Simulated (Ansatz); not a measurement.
Compare A (`[CH3][SnH2][CH3]`) with its isomer B (`C[CH2][SnH3]`).

Calculated with Ansatz (gas phase, PBE0-D4/def2-TZVP geometries, no zero-point term in ΔE). CCSD(T)/CBS adds triple-zeta CCSD(T) − MP2 to the extrapolated MP2 energy (def2 sets, frozen cores). DFT in def2-TZVPP. B3LYP here is the variant with VWN-RPA as its local correlation; programs differ in this. def2 core potentials past Kr. For Sn outer-core shells are correlated without core-valence functions, which leaves a few kJ/mol of doubt a bond.

(1) Which isomer does CCSD(T)/CBS put lower? Give the gap. (Best estimate.)

(2) Give E(B) − E(A) in kJ/mol with PBE-D4, B3LYP, PBE0-D4, LDA (SPW92), CCSD/def2-TZVPP, CCSD(T)/def2-SVP, CCSD(T)/def2-TZVPP. (An estimate is asked.)

(3) Does the order hold for the free energy at 298.15 K (harmonic terms from PBE0-D4)? (An estimate is asked.)

Largest T1 diagnostic: 0.012.

Answers

(1) Ansatz gave: A, by 41.7 kJ/mol.

(2) Computed: PBE-D4 34.6, B3LYP 36.6, PBE0-D4 34.3, LDA (SPW92) 27.4, CCSD/def2-TZVPP 36.8, CCSD(T)/def2-SVP 21.0, CCSD(T)/def2-TZVPP 37.6. None reverses the order clearly.

(3) Ansatz gave: Yes: G(B) − G(A) = +40.6 kJ/mol.

At CCSD(T), def2-SVP lies −20.7 kJ/mol from the extrapolated value and def2-TZVPP −4.1 kJ/mol. Leaving LDA and LC-ωPBE aside and taking each functional with its dispersion term where it has one, the values, not all of them listed here, spread over 7.7 kJ/mol, from B97M-V to B2PLYP. LDA lies −7.9 kJ/mol from PBE without D4.
